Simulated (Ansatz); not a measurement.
Cartesian coordinates in Å:
```
Si -0.9331 1.1655 -1.0328
O 0.4990 0.6983 -0.4309
Cd 1.1951 -0.8241 0.5922
S 2.1343 -2.5878 1.7564
H -1.9092 0.0338 -1.1037
H -1.5535 2.2289 -0.1907
H -0.7611 1.7060 -2.4099
H 1.3285 -2.4206 2.8194
```

The species carries charge 0 and has multiplicity 1. Cd: def2 effective core potential.

Task: List the PBE0/def2-TZVPP orbital energies in eV (Ansatz). (Estimate.)

Result: Computed: Occupied: -2422.58, -1802.48, -522.06, -217.90, -161.73, -161.67, -161.54, -144.72, -115.65, -99.40, -99.37, -99.37, -74.97, -74.94, -74.85, -26.41, -20.33, -16.33, -15.91, -15.83, -15.76, -15.76, -14.07, -11.40, -11.02, -10.23, -10.19, -9.13, -8.28, -8.13, -7.57. Lowest empty: -1.72, -0.64, -0.33, 0.56, 1.17, 2.16, 2.21, 2.27.
